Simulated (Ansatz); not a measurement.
Geometry optimisation, RKS B3LYP-D4/def2-SVP in Ansatz 0.2.0.

input.yaml

```yaml
crystal:
  periodic: [false, false, false]
  atoms:
    - { symbol: Ge, position_ang: [-0.735718, 1.531205, 0.284991] }
    - { symbol: Si, position_ang: [0.395293, -1.911417, 0.341671] }
    - { symbol: H, position_ang: [-2.094699, 2.015564, -0.251276] }
    - { symbol: H, position_ang: [-0.970803, 0.235215, 1.095278] }
    - { symbol: H, position_ang: [-0.087835, 2.592533, 1.19742] }
    - { symbol: H, position_ang: [0.898694, -0.73663, -0.336471] }
    - { symbol: "N", position_ang: [0.405415, 1.372015, -1.206847] }
    - { symbol: H, position_ang: [0.314462, -1.699602, 1.813767] }
    - { symbol: H, position_ang: [-0.966893, -2.224021, -0.193927] }
    - { symbol: H, position_ang: [1.293746, -3.083934, 0.081116] }
    - { symbol: H, position_ang: [0.153323, 0.622145, -1.847102] }
    - { symbol: H, position_ang: [1.395016, 1.287027, -0.978719] }
basis:
  gaussian: { orbitals: def2-SVP }
hamiltonian:
  xc: b3lyp
  dispersion: d4
relax:
  f_tol: 0.03
  max_steps: 50
```

Command:

```bash
$ ansatz run input.yaml --threads 2 --pin off --max-ram 3072MiB --backend cpu --events-out ev --progress --plain --runs-dir out
```

Question: Where does it end, and by what steps?

Answer: It converged. After 5 steps the energy has fallen by 0.224 eV; H6 moved furthest, 0.44 Å.

| step | energy less start (eV) | largest force component (eV/Å) | accepted |
| --- | --- | --- | --- |
| 0 | 0.0000 | 1.113 | yes |
| 1 | -0.1702 | 0.245 | yes |
| 2 | -0.2177 | 0.219 | yes |
| 3 | -0.1924 | 0.486 | no |
| 4 | -0.2229 | 0.119 | yes |
| 5 | -0.2245 | 0.023 | yes |

```xyz
12
Properties=species:S:1:pos:R:3
Ge -0.802 1.774 0.225
Si 0.491 -2.253 0.398
H -2.159 2.232 -0.343
H -1.019 0.463 1.032
H -0.212 2.838 1.170
H 1.124 -1.115 -0.326
N 0.360 1.621 -1.204
H 0.480 -1.971 1.861
H -0.905 -2.428 -0.092
H 1.270 -3.498 0.137
H 0.058 0.957 -1.916
H 1.314 1.379 -0.941
```

Whether the end is a true minimum wasn't checked by a vibrational analysis.

Run time: 19 s on 2 threads of Arm Neoverse V1 (shared host), peak memory 0.25 GiB.
